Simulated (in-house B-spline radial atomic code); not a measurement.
RPA and G0W0 for Au+, [Xe] 4f14 5d10, as one setting changes: the highest l of the empty states. Start: PBE. A dash marks a level of low quasi-particle weight. Computed with a B-spline radial code for spherical atoms: all electrons, scalar-relativistic (spin-free one-electron X2C), finite nucleus, each spin shell either full or empty, empty states to the listed l with an (l + 1/2)⁻⁴ tail; G0W0 by contour deformation at full frequency.

Without the two-electron picture change, the correlation of inner shells comes somewhat too large for so heavy an element.

```tsv
highest l of the empty states	RPA summed (Eh)	RPA extrapolated (Eh)	G0W0 level (eV)
5	-6.1171	-7.1509	-
6	-6.4943	-7.142	-
7	-6.6988	-7.1167	-
8	?	?	?
9	?	?	?
10	-6.9262	-7.0551	-
11	-6.9535	-7.0452	-
```

(1) What belongs in the row for 8?

(2) What belongs in the row for 9?

Answers

(1) RPA summed (Eh): -6.815; RPA extrapolated (Eh): -7.0907; G0W0 level (eV): -.

(2) RPA summed (Eh): -6.8837; RPA extrapolated (Eh): -7.0694; G0W0 level (eV): -.
